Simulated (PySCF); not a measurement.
(2R)-2-ethyloxetane (C5H10O), SMILES CC[C@@H]1CCO1.

Geometry: B3LYP-D3(BJ)/def2-SVP. The values are those of a single conformer.

Calculation: PySCF with TDA-PBE/def2-SVPD.

Vertical excitations. The molecule is in vacuum.

```
state  energy (eV)  λ (nm)      f                          main pairs
-----  -----------  ------  -----  ----------------------------------
S1            5.80     214  0.011                      HOMO→LUMO 98 %
S2            6.06     205  0.011                    HOMO→LUMO+1 97 %
S3            6.30     197  0.015                    HOMO→LUMO+2 89 %
S4            6.39     194  0.020                    HOMO→LUMO+3 90 %
S5            6.87     180  0.004                    HOMO→LUMO+4 97 %
S6            7.39     168  0.029  HOMO→LUMO+5 81 %, HOMO→LUMO+6 13 %
T1            5.67     219      0                      HOMO→LUMO 99 %
T2            5.90     210      0                    HOMO→LUMO+1 98 %
```
Triplets are in the Tamm–Dancoff approximation.
